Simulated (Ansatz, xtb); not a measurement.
## A geometry optimisation of AlGaH4Si with r2SCAN-D4/def2-SVP

The starting geometry of this gas-phase singlet was built from a drawn formula by distance geometry; its bonds are those of `[Al][SiH2][GaH2]`.

```
atom    x (Å)    y (Å)    z (Å)
  Al  -2.2943   3.6378   1.4172
  Ga  -0.4792   1.1898  -0.6184
  Si  -2.6586   1.7591   0.0305
   H  -3.1551   0.6603   0.9048
   H  -3.6786   2.0610  -0.9718
   H   0.5855   2.2161  -1.2208
   H  -0.5492  -0.3009  -1.0566
```

Question: Predict what it relaxes into with r2SCAN-D4/def2-SVP.

Answer: It keeps its bonds, and is `[Al][SiH2][GaH2]`.

The energy falls by 0.75 eV over 16 steps:

```tsv
step	E − E(last) (eV)
1	0.753
3	0.127
4	0.109
6	0.075
8	0.026
9	0.026
11	0.006
13	0.001
14	0.000
16	0.000
```

Final geometry (Å):

```
atom    x (Å)    y (Å)    z (Å)
  Al  -2.5514   3.4751   2.0623
  Ga  -0.5700   1.0211  -0.9066
  Si  -2.5683   1.8498   0.0677
   H  -3.4302   0.7175   0.5713
   H  -3.4055   2.5814  -0.9531
   H   0.1602   1.8313  -2.0350
   H   0.1358  -0.2532  -0.3217
```

From the same start GFN2-xTB ends elsewhere, differing in Al1–Ga2 (2.93 against 4.33 Å here), Al1–H4 (1.61 against 3.26 Å here), Al1–H6 (1.58 against 5.18 Å here), Ga2–H6 (4.38 against 1.57 Å here), Si3–H4 (3.57 against 1.51 Å here).

No frequencies were run, so the end isn't proven a minimum. Run with Ansatz 0.2.0, 100 s on 1 thread of Arm Neoverse N1 (shared host).
